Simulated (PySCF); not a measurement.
Species: spiro(2.5)octane, C₈H₁₄.
InChI=1S/C8H14/c1-2-4-8(5-3-1)6-7-8/h1-7H2

The closed-shell ground state was solved at several levels (PySCF, density fitting, gas phase, non-relativistic). Isolated species at its PBE0-D3(BJ)/def2-SVP geometry (one conformer only).

```
            level  basis functions  total energy (Eh)  HOMO (eV)  LUMO (eV)  gap (eV)  dipole (D)
 wB97X-D/pcSseg-1              206          -313.1230      -9.38       3.24     12.62        0.22
wB97X-D/def2-SVPD              272          -312.9601      -9.37       2.41     11.78        0.21
```

Q: Estimate the row for PBE0/pcSseg-1, a basis of 206 functions; the other rows only guide the guess.

A: Total energy -312.8446 Eh, HOMO -7.53 eV, LUMO 1.44 eV, gap 8.97 eV, dipole 0.22 D.

Q: Over all these levels, which gives the widest orbital gap and which the narrowest?

A: wB97X-D/pcSseg-1 (range-separated hybrid) has the widest, 12.62 eV, and PBE0/pcSseg-1 (global hybrid, 25 % exact exchange) the narrowest, 8.97 eV. The two share the basis. From the narrowest to the widest the HOMO moves by -1.85 eV and the LUMO by +1.80 eV.

Q: How far do the dipole and the HOMO energy spread over the levels?

A: The dipole runs from 0.21 to 0.22 D (mean 0.22 D) and the HOMO from -9.38 to -7.53 eV.

The pairwise dispersion term of wB97X-D wasn't added to the energies; at a given geometry it leaves orbitals and properties as they are.
